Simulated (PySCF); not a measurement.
B(F)(vinyl)(NH2) (C2H5BFN), SMILES C=CB(N)F. The structure is a stationary point at B3LYP-D3(BJ)/def2-SVP. This is a generated structure with no PubChem entry under its InChIKey; it may be hypothetical. Other conformers were not sampled.

Computed equilibrium geometry at B3LYP-D3(BJ)/def2-SVP (PySCF confirms it by a frequency run) as Cartesian coordinates in Å (one conformer of several):
```xyz
10

B     -0.3695     0.1762     0.3211
F     -1.7019     0.2826     0.5026
C      0.1598    -0.8558    -0.7306
C      1.3591    -0.7908    -1.3267
H     -0.5137    -1.6714    -1.0258
H      1.6884    -1.5211    -2.0738
H      2.0715     0.0131    -1.1049
N      0.4627     1.0007     1.0880
H      0.0948     1.6816     1.7418
H      1.4721     0.9483     1.0609
```
Charge 0, spin multiplicity 1.
